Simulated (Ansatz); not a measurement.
Level of theory: Ansatz (a quantum-chemistry and plane-wave program) with frozen-core CCSD(T)/cc-pVDZ // PBE0-D3(BJ)/def2-SVP. The restricted HF reference is unstable towards unrestricted orbitals.

Ansatz 0.2 input:
```yaml
crystal:
  periodic: [false, false, false]
  atoms:
    - { symbol: B, position_ang: [0.483662, 2.623176, -0.095292] }
    - { symbol: C, position_ang: [-0.019702, 1.139198, -0.043062] }
    - { symbol: C, position_ang: [-1.426359, 1.112535, -0.04979] }
    - { symbol: O, position_ang: [-1.907065, 2.395345, -0.101054] }
    - { symbol: C, position_ang: [-2.3043, 0.037206, -0.014121] }
    - { symbol: C, position_ang: [-2.019895, -1.331684, 0.039221] }
    - { symbol: C, position_ang: [-0.783276, -1.965893, 0.069892] }
    - { symbol: C, position_ang: [0.49288, -1.399892, 0.05528] }
    - { symbol: C, position_ang: [1.703965, -2.102601, 0.08815] }
    - { symbol: C, position_ang: [2.760402, -1.173804, 0.058555] }
    - { symbol: C, position_ang: [2.251149, 0.127857, 0.006787] }
    - { symbol: C, position_ang: [0.843093, 0.052999, 0.002248] }
    - { symbol: H, position_ang: [0.697224, 3.230858, 0.927085] }
    - { symbol: H, position_ang: [0.713467, 3.152438, -1.157015] }
    - { symbol: H, position_ang: [-2.869428, 2.41977, -0.105417] }
    - { symbol: H, position_ang: [-3.369301, 0.300916, -0.03009] }
    - { symbol: H, position_ang: [-2.894923, -1.986821, 0.059205] }
    - { symbol: H, position_ang: [-0.80774, -3.059963, 0.111162] }
    - { symbol: H, position_ang: [1.798349, -3.187395, 0.129565] }
    - { symbol: H, position_ang: [3.820811, -1.431642, 0.073785] }
    - { symbol: H, position_ang: [2.836983, 1.047397, -0.025095] }
basis:
  gaussian: { orbitals: cc-pVDZ }
correlation:
  method: ccsd_t
```

Output:

```
Functional definition: HF
1970 factors; integrals over basis functions are off by at most 1.3e-3 eV
mean field evaluation 1: about -13147.7340 eV, gradient 4.4e1 eV
mean field evaluation 2: about -13148.3112 eV, gradient 4.4e1 eV
mean field evaluation 4: about -13154.3762 eV, gradient 8.8e0 eV
mean field evaluation 8: about -13154.6051 eV, gradient 3.8e-1 eV
mean field evaluation 16: about -13147.7340 eV, gradient 4.4e1 eV
mean field -13154.60697306 eV, -483.4228897472 hartree, gradient 1.5e-6 eV, S^2 0.000000; 0 other end points of the search recorded, 0 dependent functions left out; unrestricted orbitals would lower it
12 core orbitals not correlated
reference -13154.60697306 eV, -483.4228897472 hartree; 29, 29 occupied and 172, 172 virtual orbitals, 1970 factors
second order -42.85313823 eV of doubles, -0.00000000 eV of singles
cycle   1  -42.61562144 eV  change    2.4e-1 eV  update   1.9e-1
cycle   2  -43.89005250 eV  change    -1.3e0 eV  update   7.1e-2
cycle   3  -44.24993541 eV  change   -3.6e-1 eV  update   3.1e-2
cycle   4  -44.28011564 eV  change   -3.0e-2 eV  update   1.1e-2
cycle   5  -44.27470157 eV  change    5.4e-3 eV  update   5.5e-3
cycle   6  -44.27699380 eV  change   -2.3e-3 eV  update   2.0e-3
cycle   7  -44.27688311 eV  change    1.1e-4 eV  update   8.8e-4
cycle   8  -44.27655238 eV  change    3.3e-4 eV  update   3.8e-4
cycle   9  -44.27658341 eV  change   -3.1e-5 eV  update   1.6e-4
cycle  10  -44.27667587 eV  change   -9.2e-5 eV  update   6.5e-5
cycle  11  -44.27658435 eV  change    9.2e-5 eV  update   3.1e-5
cycle  12  -44.27659529 eV  change   -1.1e-5 eV  update   1.1e-5
perturbative correction -2.08472340 eV, -0.0766121719 hartree
Total energy: -13200.96829176 eV, -485.1266367844 hartree
```

Cost: about 18 core-minutes (a rough figure).
